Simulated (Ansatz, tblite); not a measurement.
Forces on Sn(vinyl)3(NMe2) (C₈H₁₅NSn) at its PBE-D4/def2-SVP geometry. The state is a singlet with charge 0.

In the def2 sets Sn takes a core potential; there is no spin–orbit coupling. The xTB rows come from tblite. Single mean-field runs in def2-TZVP are fitted with def2-universal-jkfit.

GFN2-xTB (tblite), largest force 1.60 eV/Å:

```xyz
25
positions Å, forces eV/Å
Sn    0.030   -0.206   -0.063   -0.054    0.164    0.058
C     1.998   -0.086    0.836    1.567   -0.296   -0.149
C     3.101   -0.514    0.193   -0.526    0.254    0.355
H     2.097    0.339    1.852   -0.046   -0.273   -0.661
H     3.057   -0.947   -0.823    0.013    0.348    0.807
H     4.108   -0.455    0.646   -0.729   -0.039   -0.300
C    -1.120   -1.715    0.955   -0.012   -1.165    0.897
C    -0.544   -2.646    1.738   -0.348    0.478   -0.394
H    -2.216   -1.726    0.812    0.739   -0.015    0.117
H     0.547   -2.673    1.911   -0.868    0.033   -0.154
H    -1.132   -3.431    2.249    0.409    0.572   -0.380
C     0.238   -0.655   -2.160   -0.200   -1.057   -1.111
C    -0.082   -1.865   -2.657    0.182    0.666    0.216
H     0.635    0.119   -2.843   -0.281   -0.556    0.454
H    -0.478   -2.678   -2.021    0.324    0.685   -0.500
H     0.036   -2.108   -3.730   -0.070    0.185    0.773
N    -1.082    1.540    0.095   -0.186    0.344    0.049
C    -0.745    2.658   -0.760    0.058    0.574   -0.230
C    -1.509    1.939    1.419   -0.166    0.351    0.476
H    -1.625    3.336   -0.880    0.447   -0.506    0.181
H    -0.468    2.310   -1.777   -0.177    0.075    0.681
H     0.096    3.299   -0.381   -0.486   -0.491   -0.100
H    -1.784    1.053    2.029    0.212    0.455   -0.474
H    -0.743    2.521    2.000   -0.360   -0.377   -0.478
H    -2.416    2.589    1.360    0.560   -0.408   -0.134
```

r2SCAN-D4/def2-TZVP (Ansatz), largest force 0.60 eV/Å:

```
Sn -0.099 0.149 0.017
C 0.458 -0.071 -0.057
C -0.234 0.095 0.133
H -0.008 -0.212 -0.497
H 0.004 0.230 0.529
H -0.526 -0.028 -0.222
C 0.014 -0.359 0.276
C -0.127 0.200 -0.162
H 0.532 -0.027 0.094
H -0.569 0.027 -0.103
H 0.294 0.408 -0.266
C -0.053 -0.330 -0.345
C 0.077 0.266 0.117
H -0.202 -0.424 0.314
H 0.214 0.453 -0.328
H -0.059 0.133 0.550
N 0.192 -0.416 -0.058
C 0.107 0.438 -0.278
C -0.145 0.195 0.476
H 0.376 -0.340 0.086
H -0.132 0.123 0.497
H -0.369 -0.331 -0.124
H 0.144 0.394 -0.318
H -0.306 -0.270 -0.306
H 0.416 -0.302 -0.025
```

PBE0-D4/def2-TZVP (Ansatz), largest force 0.62 eV/Å:

```
Sn -0.143 0.190 0.018
C 0.505 -0.111 -0.174
C -0.374 0.142 0.214
H -0.012 -0.229 -0.536
H 0.002 0.241 0.552
H -0.557 -0.029 -0.229
C 0.120 -0.428 0.331
C -0.197 0.316 -0.259
H 0.576 -0.027 0.100
H -0.592 0.030 -0.109
H 0.305 0.432 -0.281
C -0.089 -0.467 -0.331
C 0.119 0.416 0.179
H -0.220 -0.449 0.341
H 0.224 0.472 -0.340
H -0.062 0.146 0.577
N 0.328 -0.303 0.028
C 0.056 0.309 -0.157
C -0.093 0.162 0.305
H 0.406 -0.362 0.081
H -0.139 0.138 0.511
H -0.407 -0.370 -0.145
H 0.144 0.417 -0.324
H -0.341 -0.306 -0.336
H 0.441 -0.328 -0.016
```
